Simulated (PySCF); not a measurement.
CH5AlF2O2Si, SMILES [OH][Al]([OH])[CH2][SiH](F)F. Atoms are numbered in the order given.

```xyz
12

Si     1.4990     0.3896     0.1718
F      1.7925     1.5684     1.2373
F      0.4288    -0.6461     1.0132
C      0.3613     0.7750    -1.1911
Al    -1.0706    -0.3968    -0.4545
O     -1.1569    -1.9568    -1.1443
O     -2.3248     0.3954     0.3873
H      2.7323    -0.4024     0.0040
H      0.7230     0.4486    -2.1777
H      0.0659     1.8346    -1.2266
H     -1.8018    -2.6433    -0.9604
H     -3.0924     0.0070     0.8121
```
Charge 0, spin multiplicity 1.

Geometry optimised at B3LYP-D3(BJ)/def2-SVP. The structure was generated by enumeration; whether it is a known compound was not checked. The values are those of a single conformer.

All values below come from PySCF with PBE/pcSseg-1.

GIAO shieldings, no solvent; atoms listed in one row are averaged. δ = σ(ref) − σ: ²⁹Si against TMS (σ = 335.4 ppm); ¹⁹F against CFCl3 (σ = 133.6 ppm); ¹³C against TMS (σ = 182.0 ppm); ¹⁷O against H2O (σ = 334.3 ppm); ¹H against TMS (σ = 31.49 ppm), references at their B3LYP-D3(BJ)/def2-TZVP geometries, non-relativistic.

```csv
nucleus,atoms,count,δ (ppm)
²⁹Si,Si1,1,26.3
¹⁹F,F3,1,-112.9
¹⁹F,F2,1,-164.9
¹³C,C4,1,-2.9
¹⁷O,"O6, O7",2,32.8
¹H,H8,1,5.85
¹H,H12,1,1.57
¹H,H11,1,1.45
¹H,H10,1,0.61
¹H,H9,1,0.45
```
